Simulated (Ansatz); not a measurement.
Species: tert-butyl(dimethyl)borane, C$_{6}$H$_{15}$B, net charge 0, singlet state. 
Geometry from a B3LYP-D3(BJ)/def2-TZVP (Ansatz, a first-principles code) optimisation:
SMILES: CB(C)C(C)(C)C
```xyz
22

C      1.6293    -1.3616    -0.5365
B      0.9354    -0.0450    -0.0319
C      1.8469     1.1588     0.4015
C     -0.6521     0.0591     0.0343
C     -1.1773    -1.0608     0.9566
C     -1.1705     1.4058     0.5566
C     -1.2112    -0.1650    -1.3864
H      2.2984    -1.7397     0.2460
H      0.9692    -2.1743    -0.8395
H      2.2908    -1.1259    -1.3785
H      1.6090     2.0490    -0.1921
H      1.6316     1.4495     1.4360
H      2.9182     0.9701     0.3164
H     -2.2707    -1.0328     0.9978
H     -0.8828    -2.0506     0.6055
H     -0.8091    -0.9445     1.9794
H     -0.8220     1.6069     1.5718
H     -0.8461     2.2361    -0.0742
H     -2.2645     1.4172     0.5770
H     -0.9175    -1.1339    -1.7925
H     -0.8680     0.6074    -2.0798
H     -2.3049    -0.1273    -1.3706
```

Total electronic energies in hartree. Correlated levels leave the core frozen unless marked. No spin-orbit coupling. No relativistic terms. Basis-set limits of correlation are two-point, X^-3; Hartree-Fock from the larger set. The bracket is a focal-point correction in the basis named.

```tsv
level	program	energy (Eh)
HF/6-31G*	Ansatz	-260.63448
HF/aug-cc-pVDZ	Ansatz	-260.66354
RI-HF/cc-pVQZ	Ansatz	-260.74336
PBE/def2-TZVPD	Ansatz	-262.22994
BLYP/def2-TZVPD	Ansatz	-262.45005
revPBE-D3(BJ)/def2-TZVPD	Ansatz + dftd3	-262.58279
PBE0/STO-3G	Ansatz	-259.11923
PBE0/def2-TZVPD	Ansatz	-262.29036
PBE0/def2-QZVPP	Ansatz	-262.30982
HSE06-D4/def2-TZVPD	Ansatz + dftd4	-262.28752
HSE06/def2-TZVPD	Ansatz	-262.27268
CAM-B3LYP-D3(BJ)/def2-TZVPD	Ansatz + dftd3	?
LC-wPBE-D4/def2-TZVPD	Ansatz + dftd4	-262.48552
B2GP-PLYP-D3(BJ)/def2-TZVPD	Ansatz + dftd3	-262.31057
MP2/6-31G	Ansatz	-261.14266
MP2/aug-cc-pVTZ	Ansatz	-261.92043
RI-MP2/cc-pVTZ	Ansatz	-261.90064
SCS-MP2/6-31G*	Ansatz	-261.50291
SCS-MP2/cc-pVTZ	Ansatz	-261.91322
CCSD/aug-cc-pVTZ	Ansatz	-261.99677
CCSD(T) with core electrons/cc-pwCVTZ	Ansatz	-262.38014
RI-MP2/CBS(cc-pVTZ,cc-pVQZ)+[CCSD(T)-MP2]/cc-pVDZ	Ansatz	-262.1682
RI-MP2/CBS(cc-pVTZ,cc-pVQZ)+[CCSD(T)-MP2]/cc-pVTZ	Ansatz	-262.1676
```

Problem. Complete the blanks.

Solution. 
- CAM-B3LYP-D3(BJ)/def2-TZVPD, energy (Eh): -262.47818
